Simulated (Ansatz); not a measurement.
A nudged elastic band was laid between two geometries of CH5BF2Si (10 atoms, charge 0, multiplicity 1).

All numbers below come from RKS r2SCAN-D4/def2-SVP in Ansatz 0.2.0.

* movable images: 8
* climbing image: no
* spring: 5.0 eV/Å²
* optimiser: quadratic models (default)
* start path: IDPP
* force threshold: 0.05 eV/Å
* iteration limit: 60
* end points: relaxed

First end point:

```xyz
10
Properties=species:S:1:pos:R:3
F 1.496 -1.611 -1.107
B 0.251 -1.353 -0.724
F -0.465 -2.397 -0.321
C -0.317 0.088 -0.701
Si 0.025 0.936 0.959
H -1.410 0.085 -0.843
H 0.150 0.710 -1.482
H -0.600 0.156 2.069
H -0.543 2.317 0.956
H 1.496 1.016 1.198
```

Last end point:

```xyz
10
Properties=species:S:1:pos:R:3
F 1.495 -0.393 -1.907
B 0.643 -0.948 -1.053
F 0.918 -2.192 -0.679
C -0.574 -0.172 -0.489
Si -0.110 0.792 1.075
H -1.391 -0.860 -0.215
H -0.947 0.564 -1.221
H -1.304 1.517 1.604
H 0.961 1.785 0.764
H 0.392 -0.144 2.123
```

(1) What changes between the two ends?

(2) What energy profile does the band end with?

(3) What is the geometry of the highest image?

The band took 5 iterations and of the order of 5 core-minutes.

Answers

(1) No bond is made or broken. The dihedral B2–C4–Si5–H8 goes from -59 to -179°. The two ends are copies of one structure, up to a mirror image or an exchange of like atoms.

(2) It converged. The highest image is number 5 of 0 to 9, 0.064 eV above the ends, which have the same energy within 2 meV. No image climbed, so the highest image needn't sit at the top of the path.

```tsv
image	path coordinate (Å)	energy (eV)	dihedral B2–C4–Si5–H8 (°)
0	0.00	0.000	-59
1	0.46	0.007	-73
2	0.92	0.025	-86
3	1.38	0.047	-99
4	1.84	0.063	-113
5	2.30	0.064	-126
6	2.77	0.049	-139
7	3.23	0.027	-153
8	3.69	0.008	-166
9	4.15	0.000	-179
```

(3) 
```xyz
10
Properties=species:S:1:pos:R:3:forces:R:3
F 1.607 -0.770 -1.688 0.01 -0.02 0.00
B 0.551 -1.100 -0.954 -0.02 0.04 0.03
F 0.499 -2.357 -0.530 0.02 0.00 -0.01
C -0.534 -0.062 -0.568 -0.02 -0.02 -0.04
Si -0.068 0.838 1.044 0.01 0.01 0.02
H -1.505 -0.556 -0.407 0.00 0.00 0.00
H -0.646 0.702 -1.354 -0.01 0.00 0.00
H -1.179 0.729 2.035 0.00 0.01 0.00
H 0.199 2.280 0.770 0.01 -0.01 0.00
H 1.160 0.244 1.655 -0.01 -0.01 -0.01
```

Run time: 2.3 min on 2 threads of Arm Neoverse V2, on a shared host, peak memory 0.15 GiB.
